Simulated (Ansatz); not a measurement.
An input meant for the cluster K₂F₂ (charge 0, singlet; atoms displaced at random, 0.15 Å in each coordinate).

```yaml
crystal:
  periodic: [false, false, false]
  atoms:
    - {symbol: K, position_ang: [0.679874, 0.634436, -1.261539]}
    - {symbol: K, position_ang: [-0.994930, -0.580095, 1.355447]}
    - {symbol: F, position_ang: [1.345500, -1.499660, 0.220685]}
    - {symbol: F, position_ang: [-1.049575, 0.992616, -0.431313]}
basis:
  gaussian: {orbitals: def2-mTZVP, final_grid: {core_spheres: 20, valence_spheres: 16, degree: 47}}
hamiltonian: {xc: {name: wB97M-V}, dispersion: d2}
output: {forces: true}
```

```sh
$ ansatz run in.yaml --threads 4 --pin off --events-out ev --progress --plain --max-ram 3916MiB
```

Question: Predict how Ansatz answers.

Answer: The input was rejected before any iteration. The program holds no damping parameters for this pairing of functional and dispersion term, so they'd have to be typed.
```
Error: YAML parse error: error: line 10 column 48: hamiltonian.dispersion: `d2` is not `none`, `rvv10`, `d3bj`, `d3bjatm`, `d4` or a map `{method: …, s8: …, a1: …, a2_bohr: …}` (numbers without units, a2 in bohr) or `{method: …, functional: …}`
 8 | basis:
 9 |   gaussian: {orbitals: def2-mTZVP, final_grid: {core_spheres: 20, valence_spheres: 16, degree: 47}}
10 | hamiltonian: {xc: {name: wB97M-V}, dispersion: d2}
11 | output: {forces: true}
```
